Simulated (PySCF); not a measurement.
Method: B3LYP-D3(BJ)/def2-TZVP (PySCF). All species are isolated molecules in the gas phase. One relaxed conformer stands for a flexible species; it need not be the lowest. B3LYP has the VWN-RPA correlation part, as in Gaussian. Delta-SCF ions had no search for a lower state. 

Reference species (SMILES): `CC[SeH]` (C–C–Se–H torsion 63°) (neutral, multiplicity 1).

The vertical ionisation energy (Delta-SCF) is 8.85 eV and the HOMO–LUMO gap is 6.06 eV.

Changed species: `OB(CC)O` (X = borono; the reference has X = selanyl).

Question: Give the shifts of the vertical ionisation energy (Delta-SCF) and HOMO–LUMO gap.

Answer: the vertical ionisation energy (Delta-SCF) increases by 2.06 eV, to 10.91 eV; the HOMO–LUMO gap rises by 2.74 eV, to 8.80 eV.
